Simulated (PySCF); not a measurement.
Structure with atom numbers: `[CH2:1]=[CH:2][p:3]1[c:4]([CH3:5])[cH:6][cH:7][c:8]1[CH3:9]` (H(Xn): hydrogen on atom n). Ha(C1) is cis to P3; Hb(C1) is trans to P3.

- GFN2-xTB structure
- shieldings: GIAO PBE0/pcSseg-1
- code: PySCF 2.14.0 with density-fitted response routines
- a single conformation, non-relativistic Hamiltonian, isolated molecule, equivalent nuclei averaged

Task: List the cross peaks expected in HSQC, COSY and HMBC spectra.

Result: 

HSQC (one-bond C–H):
| δH | δC |
| --- | --- |
| 6.71 (H(C6)/H(C7)) | 141.5 (C6/C7) |
| 6.44 (Hb(C1)) | 142.4 (C1) |
| 6.40 (Ha(C1)) | 142.4 (C1) |
| 5.67 (H(C2)) | 148.7 (C2) |
| 2.25 (H(C5)/H(C9)) | 20.2 (C5/C9) |

COSY cross peaks (H two or three bonds apart, from the bond graph; peaks can be absent where the dihedral angle is near 90°):
| δH | δH |
| --- | --- |
| 6.44 (Hb(C1)) | 6.40 (Ha(C1)) |
| 6.44 (Hb(C1)) | 5.67 (H(C2)) |
| 6.40 (Ha(C1)) | 5.67 (H(C2)) |

HMBC (two and three bonds, from the bond graph):
| δH | δC |
| --- | --- |
| 6.71 (H(C6)/H(C7)) | 161.2 (C4/C8), 141.5 (C6/C7), 20.2 (C5/C9) |
| 6.44 (Hb(C1)) | 148.7 (C2) |
| 6.40 (Ha(C1)) | 148.7 (C2) |
| 5.67 (H(C2)) | 161.2 (C4/C8), 142.4 (C1) |
| 2.25 (H(C5)/H(C9)) | 161.2 (C4/C8), 141.5 (C6/C7) |

δ = σ(ref) − σ, references computed at the same level: TMS for ¹H (σref 31.72), ¹³C (σref 186.93).

Short H···H contacts in this conformer between protons four or more bonds apart (candidates for NOE cross peaks, intensity ∝ r⁻⁶): H(C5)···H(C6) 2.58 Å, H(C7)···H(C9) 2.58 Å.

Shifts are as computed. Against solution values, carbons near 30 ppm lie about +3 ppm off and those near 130 ppm about +5 ppm. Of 1211 compounds with measured shifts, 218 miss one by over three times the rms of a fit or turn the order of signals round; such compounds aren't used in these exercises.
